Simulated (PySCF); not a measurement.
ZnN⁺: frontier orbitals

TPSS at R = 1.995 Å; Zn def2-SVP, N def2-SVP; no relativity (PySCF 2.14). State: ³Σ⁻ (triplet), unpaired electrons π ↑↑. Only the outer orbitals are listed, counted within each symmetry.

```tsv
spin	orbital	occ.	ε (eV)	on Zn (%)	main shells (%)
α	3π	1	-19.56	99	98 Zn d
α	3π	1	-19.56	99	98 Zn d
α	8σ	1	-19.53	94	94 Zn d
α	1δ	1	-19.46	100	100 Zn d
α	1δ	1	-19.46	100	100 Zn d
α	9σ	1	-14.88	35	61 N p, 30 Zn s
α	4π	1	-14.51	4	96 N p
α	4π	1	-14.51	4	96 N p
α	10σ	0	-11.32	80	65 Zn s, 21 N p, 14 Zn p
α	5π	0	-6.11	97	97 Zn p
α	5π	0	-6.11	97	97 Zn p
β	7σ	1	-23.10	16	81 N s, 9 Zn d
β	3π	1	-19.55	99	99 Zn d
β	3π	1	-19.55	99	99 Zn d
β	1δ	1	-19.51	100	100 Zn d
β	1δ	1	-19.51	100	100 Zn d
β	8σ	1	-19.33	91	89 Zn d
β	9σ	1	-13.82	57	56 Zn s, 36 N p
β	10σ	0	-10.92	59	41 N p, 36 Zn s, 22 Zn p
β	4π	0	-10.18	15	85 N p, 14 Zn p
β	4π	0	-10.18	15	85 N p, 14 Zn p
```

**Question.** Which are the highest filled and the lowest empty level, where do they sit, and how wide is the gap?

**Answer.** Highest filled β 9σ at -13.82 eV (in %: 56 Zn s, 36 N p); lowest empty α 10σ at -11.32 eV (in %: 65 Zn s, 21 N p, 14 Zn p); the gap at TPSS is 2.50 eV.

```
bond order (Mayer)                                                                                                : 1.13
⟨S²⟩                                                                                                              : 2.088
charge on Zn (Mulliken, basis-dependent)                                                                          : 0.97
charge on Zn (Löwdin, basis-dependent)                                                                            : 1.00
dipole moment (positive dipole points towards N; it is taken about the centre of mass and depends on that origin) : -2.76 D
```

The state was picked by a PBE0 search and need not be the measured ground state.
